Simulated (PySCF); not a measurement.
# Where the electron goes

Compound: C6H10P2.
Cartesian coordinates in Å at the GFN2-xTB level; atoms count from 1:
```
atom  x, y, z in Å
C1     2.141    1.790    1.478
C2     2.521    1.330    0.288
C3     1.910    0.204   -0.325
C4     1.814   -0.601   -1.358
P5     0.641   -1.109   -0.042
P6    -1.174   -0.034   -0.696
C7    -1.967    0.088    0.978
C8    -2.100   -1.524   -1.303
H9     1.347    1.307    2.025
H10    2.600    2.649    1.935
H11    3.317    1.805   -0.273
H12    2.183   -0.835   -2.331
H13   -1.483    0.882    1.542
H14   -1.883   -0.851    1.525
H15   -3.018    0.342    0.850
H16   -1.669   -1.846   -2.249
H17   -2.048   -2.341   -0.585
H18   -3.140   -1.248   -1.469
```

Level of theory: TDDFT wB97X-D/def2-SVPD, vertical, gas phase, core orbitals frozen in the response (PySCF 2.14.0, density-fitted response routines).

Frontier orbitals with the atoms that hold most of them (Löwdin shares over 4%, at most four atoms; ? is withheld):

| orbital | ε (eV) | atoms |
| --- | --- | --- |
| HOMO-3 | -10.25 | C2 22%, P5 20%, C1 20%, C3 10% |
| HOMO-2 | -9.66 | P5 33%, C3 21%, C4 17%, C2 7% |
| HOMO-1 | -8.73 | ? |
| HOMO | ? | ? |
| LUMO | 0.29 | C1 26%, C4 22%, C3 17%, C2 16% |
| LUMO+1 | 1.77 | P5 29%, C4 17%, C3 8%, H12 8% |
| LUMO+2 | 2.00 | P5 29%, P6 23%, C8 9%, C7 8% |

(1) Which atoms hold the HOMO-1, and with what shares?

(2) Which atoms hold the HOMO, and with what shares?

(3) What is the HOMO energy, and the HOMO–LUMO gap?

Answers

(1) P6 (bonded to 2 C and P) 36%; C4 (bonded to C, P and H) 14%; C3 (bonded to 2 C and P) 10%; C7 (bonded to P and 3 H) 9%. By element: phosphorus 36% or more, carbon 33% or more.

(2) P6 (bonded to 2 C and P) 34%; P5 (bonded to 2 C and P) 34%; C4 (bonded to C, P and H) 9%; C3 (bonded to 2 C and P) 7%. By element: phosphorus 67%, carbon 16% or more.

(3) ε(HOMO) = -7.58 eV; the gap is 7.87 eV (0.2891 hartree).

Problem. How does S1 compare with the orbital gap of 7.87 eV?

Solution. S1 is at 3.93 eV (f = 0.060), 3.94 eV below the gap, made of HOMO→LUMO (95%). 

Problem. One configuration dominates each of S1, S2, S3 and S4. Which, and how do the shares of the two leading atoms of either orbital change from the occupied to the empty one?

Solution. 
- S1 (3.93 eV, f 0.060), HOMO→LUMO (95%): P6 34% → at most 17%, P5 34% → at most 17%, C1 at most 8% → 26%, C4 9% → 22%
- S2 (4.79 eV, f 0.0008), HOMO→LUMO+1 (84%): P6 34% → at most 8%, P5 34% → 29%, C4 9% → 17%
- S3 (5.07 eV, f 0.015), HOMO-2→LUMO (79%): P5 33% → at most 17%, C3 21% → 17%, C1 at most 7% → 26%, C4 17% → 22%
- S4 (5.28 eV, f 0.095), HOMO-1→LUMO (79%): P6 36% → at most 17%, C4 14% → 22%, C1 at most 9% → 26%

One conformer stands for the species.
